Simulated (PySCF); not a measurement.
Correlation energy of Te⁺ (tellurium, charge +1)

[Kr] 4d10 5s1 5p3 6s1, high-spin 6S determinant (an excited configuration). Computed with PySCF 2.14 in aug-cc-pVTZ-PP with one added diffuse shell each of d, f type with ECP28MDF (6s5p5d3f, 67 functions), with scalar relativity through the core potential. Frozen: 4s2 4p6 4d10; 5 electrons correlated.

MP2 pair energies summed by pair of shells (mhartree):

```
 pair  energy  share (%)
5p-5p  -13.86       53.5
5p-6s   -9.18       35.4
5s-5p   -2.52        9.7
5s-6s   -0.36        1.4
```

Total MP2 correlation energy: -25.93 mhartree.

Same-spin part -25.93 and opposite-spin part 0.00 mhartree; SCS-MP2 scales them by 1/3 and 6/5 to -8.64 mhartree.
